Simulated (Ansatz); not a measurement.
Born–Oppenheimer molecular dynamics of C2H11AlOSi2 (17 atoms, charge 0, multiplicity 1). It goes on from the last frame of an earlier run, with new velocities.

Theory: UKS PBE/STO-3G (Ansatz 0.2.0).

- ensemble: NVT, Langevin thermostat
- time step: 0.5 fs
- steps asked: 105
- set temperature: 3000 K
- friction: 0.05 /fs
- seed: 485455

First frame:

```xyz
17
Properties=species:S:1:pos:R:3
C 2.395 1.015 1.005
Al 2.414 -0.203 -0.537
Si 0.637 -1.555 -1.158
O -0.818 -1.267 -0.168
C -1.312 0.103 -0.308
Si -2.946 0.285 0.670
H 2.216 2.066 0.710
H 3.379 0.992 1.458
H 1.626 0.839 1.742
H 3.654 -0.198 -1.405
H 0.911 -2.985 -0.919
H 0.244 -1.484 -2.563
H -1.470 0.506 -1.391
H -0.538 0.853 0.062
H -2.809 0.056 2.121
H -3.399 1.666 0.528
H -3.970 -0.585 0.149
```

(1) How far do the bonds stretch over the last three quarters of this one trajectory? (Pairs bonded in most of those frames.)

Results:

(1) 
| bond | mean (Å) | spread (Å) | shortest | longest |
| --- | --- | --- | --- | --- |
| C1–Al2 | 1.964 | 0.121 | 1.78 | 2.19 |
| C1–H7 | 1.127 | 0.067 | 1.02 | 1.26 |
| C1–H8 | 1.133 | 0.083 | 1.00 | 1.32 |
| C1–H9 | 1.142 | 0.084 | 1.00 | 1.41 |
| Al2–Si3 | 2.270 | 0.049 | 2.21 | 2.39 |
| Al2–H10 | 1.548 | 0.132 | 1.30 | 1.78 |
| Si3–O4 | 1.844 | 0.054 | 1.77 | 1.93 |
| Si3–H11 | 1.474 | 0.053 | 1.37 | 1.58 |
| Si3–H12 | 1.493 | 0.060 | 1.37 | 1.60 |
| O4–C5 | 1.539 | 0.047 | 1.44 | 1.60 |
| C5–Si6 | 2.076 | 0.175 | 1.80 | 2.30 |
| C5–H13 | 1.149 | 0.079 | 1.01 | 1.28 |
| C5–H14 | 1.145 | 0.093 | 0.97 | 1.31 |
| Si6–H15 | 1.472 | 0.076 | 1.34 | 1.63 |
| Si6–H16 | 1.508 | 0.078 | 1.33 | 1.66 |
| Si6–H17 | 1.551 | 0.137 | 1.38 | 1.86 |

Pairs bonded in part of these frames only: C1–H9 94 %, Si6–H17 85 %.

Mean temperature of the second half: 3013 K. A run of 0.052 ps of so small a system gives no equilibrium averages. The orbitals were unrestricted but ended closed-shell. Limits of this set-up: minimal basis.

Run time: 14 min on 1 thread of Intel(R) Xeon(R) Platinum 8259CL CPU @ 2.50GHz (Skylake/Cascade Lake) (shared host), peak memory 0.17 GiB.
